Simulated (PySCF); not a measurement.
TeCl₃⁻, singlet: computed properties

Level of theory: PBE0 in PySCF with Te def2-SVPD with ECP28, Cl def2-SVPD; scalar-relativistic core potentials, no spin–orbit coupling; density-fitted integrals.

The structure is a minimum.

Coordinates in bohr (charge -1 multiplicity 1):
```
Te   -0.6080    0.0000    0.0000
Cl   -0.8456    4.8857    0.0000
Cl    3.9538    0.0000    0.0000
Cl   -0.8456   -4.8857    0.0000
```

- Point group: C2v
- Bond lengths: Te–Cl 2.414 Å, Te–Cl 2.588 Å (×2)
- Bond angles: Cl–Te–Cl 92.8° (×2), Cl–Te–Cl 174.4°
- Zero-point energy: 6.7 kJ/mol
- Entropy at 298.15 K and 1 bar: 359.0 J/(mol K)
- Rotational constants: 0.09338, 0.03606, 0.02601 cm⁻¹
- Highest occupied level: -2.17 eV
- Principal quadrupole moments (Buckingham, traceless) about the centre of mass: -27.10, 12.33, 14.77 D Å
- Rotational symmetry number: 2
- Dipole moment about the centre of mass: 0.77 D
- Lowest empty level: 1.12 eV
- Heat capacity Cp at 298.15 K: 79.3 J/(mol K)
- Principal polarisabilities: 75.8, 100.6, 156.3 bohr³
- Enthalpy at 298.15 K above 0 K: 19.36 kJ/mol

Harmonic modes (masses in u: Te 129.906, Cl 34.969):
```csv
symmetry,ω (cm⁻¹),IR (km/mol),type
a1,64,4.7,bend
b1,108,6.2,bend
b2,114,0.3,bend
b2,240,268,stretch
a1,248,5.9,stretch
a1,338,36.0,stretch
```

In C2v the vibrations span 3a1 + b1 + 2b2. Here b1 is antisymmetric to the molecular plane and b2 lies in it.

Charges (e); Mulliken and Löwdin values are unreliable with diffuse functions:
| atom | Mulliken | Löwdin | polar tensor | Mayer order to Te1 |
| --- | --- | --- | --- | --- |
| Te1 | 0.95 | 0.43 | 1.34 | – |
| Cl2,4 | -0.71 | -0.53 | -0.90 | 0.55 |
| Cl3 | -0.53 | -0.37 | -0.53 | 0.80 |

Mulliken populations on Te1 (electrons outside its core potential): s 3.79, p 9.07, d 10.19.

Counting electrons, tellurium keeps 4 of its valence electrons outside its bonds, so the VSEPR class is AX3E2 and the expected shape is T-shaped (C2v), as computed.

This need not be the most stable arrangement of these atoms. The lowest empty level of this anion is unbound, so it and the gap depend on the basis.

The final relaxation and frequency run took 61 s on 4 threads of a shared Arm Neoverse V1 host, with 116 basis functions and 13 gradients; the process peaked at 1.3 GiB. Launch command: `OMP_NUM_THREADS=4 python axn.py task.json out`.
